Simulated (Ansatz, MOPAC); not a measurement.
Bond stretch in GaH, singlet. Each curve is given relative to its own lowest point near equilibrium.

| R / Å | A | B | C |
|---|---|---|---|
| 1.26 | 0.836 | 1.633 | 1.528 |
| 1.32 | 0.573 | 1.089 | 1.099 |
| 1.42 | 0.254 | 0.489 | 0.525 |
| 1.51 | 0.081 | 0.186 | 0.184 |
| 1.56 | 0.028 | 0.088 | 0.071 |
| 1.64 | 0.000 | 0.010 | 0.000 |
| 1.68 | 0.010 | 0.000 | 0.008 |
| 1.72 | 0.036 | 0.005 | 0.038 |
| 1.82 | 0.155 | 0.072 | 0.184 |
| 1.84 | 0.188 | 0.093 | 0.220 |
| 1.93 | 0.364 | 0.207 | 0.388 |
| 2.10 | 0.795 | 0.487 | 0.670 |
| 2.27 | 1.305 | 0.803 | 0.900 |
| 2.52 | 2.102 | 1.273 | 1.260 |
| 2.76 | 2.847 | 1.691 | 1.657 |
| 3.01 | 3.552 | 2.074 | 2.079 |
| 3.34 | 4.336 | 2.481 | 2.604 |
| 3.65 | 4.919 | 2.762 | 3.064 |
| 4.20 | 5.644 | — | 3.798 |
| 4.56 | 5.959 | — | 4.212 |
| 4.94 | 6.199 | — | 4.584 |
| 5.86 | 6.554 | — | 5.234 |
| 6.63 | 6.729 | — | 5.568 |

Energies in eV.

Problem. Assign the columns to these levels of theory: AM1, restricted, heats of formation run with MOPAC; PM3, restricted, heats of formation (MOPAC); CCSD on RHF/cc-pVQZ, cores with 3d frozen in Ansatz (a first-principles code).

Solution. A is AM1; B is RCCSD; C is PM3.

A dash means that the run gave no value there, or that the column was ended at a point which the program doubted or which failed a test of continuity chosen for this set; such a test can also cut sound points.

The restricted form behind AM1, PM3 keeps the bonding electrons paired and can't separate into open-shell fragments. The T1 diagnostic of CCSD on the restricted reference of RCCSD exceeds 0.045 at 3.01 to 6.63 Å.
